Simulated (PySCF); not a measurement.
3,4-ethylenedioxythiophene, C6H6O2S.
Z-matrix (Å and degrees, PBE0-D3(BJ)/def2-SVP geometry), rows numbered from 1:
```
C 
S   1  1.7200
C   2  1.7199  1   92.68
C   3  1.3693  2  111.03  1     0.10
C   1  1.3692  2  111.02  3     0.17
O   5  1.3535  1  125.21  2   179.87
C   6  1.4129  5  112.62  1  -164.26
C   7  1.5142  6  111.00  5   -45.32
O   4  1.3535  3  125.24  2   179.94
H   1  1.0874  2  121.67  3   179.79
H   3  1.0875  2  121.69  1   179.73
H   7  1.1060  6  110.00  5    76.18
H   7  1.0988  6  106.93  5  -166.09
H   8  1.0988  7  110.65  6  -178.79
H   8  1.1060  7  109.62  6   -59.06
```

Theory: delta-SCF UKS SCAN, pcX-2 on the ionised atom, pcseg-1 elsewhere, spin-free X2C (PySCF 2.14.0). Each 1s hole has a ground state of its own, since the core basis sits on the ionised atom alone.

```tsv
ionised atom	basis functions	E(ground) (Eh)	binding energy (eV)
C1	191	-781.82204	290.308
C4	191	-781.82512	291.796
C7	191	-781.82116	292.643
O6	191	-781.84653	539.003
S2	202	-781.95597	2477.716
```

**Question.** Fill in the total energy of each core-ionised state.

**Answer.** With binding energy = E(ionised) − E(ground) and 27.2114 eV a hartree:

```json
{"atom": "C1", "binding energy (Eh)": "10.6686", "E(ionised) (Eh)": "-771.1534"}
{"atom": "C4", "binding energy (Eh)": "10.7233", "E(ionised) (Eh)": "-771.1018"}
{"atom": "C7", "binding energy (Eh)": "10.7544", "E(ionised) (Eh)": "-771.0667"}
{"atom": "O6", "binding energy (Eh)": "19.8080", "E(ionised) (Eh)": "-762.0385"}
{"atom": "S2", "binding energy (Eh)": "91.0544", "E(ionised) (Eh)": "-690.9016"}
```

**Question.** How much do the ground-state energies differ, and what would follow from using one of them for all holes?

**Answer.** They run from -781.9560 Eh (core basis on S2) to -781.8212 Eh (on C7), 0.1348 Eh or 3.67 eV apart, for one and the same state in different bases and grids. Pairing the ion of C7 with the ground state of S2 would put its binding energy 3.67 eV too high.

The listed C 1s values span 2.33 eV, from C1/C3 (bonded to S (aromatic in the SMILES), C (aromatic in the SMILES) and H) to C7/C8 (bonded to O, C and 2 H). Summing the Pauling electronegativity differences to the bonded atoms, each weighted by its formal bond order, gives -0.30 for the lowest site and +0.19 for the highest; the largest sum, +0.89, belongs to C4/C5, 0.84 eV below the top.

Only 1s holes are shown. Atoms equivalent by their bonding share one computed value, that of the first of them. One conformer (not necessarily the lowest) at the PBE0-D3(BJ)/def2-SVP geometry, without solvent, vibrations or thermal averaging.

Hardware: one thread, x86-64 server, no GPU, shared host. Cost: 46 s.
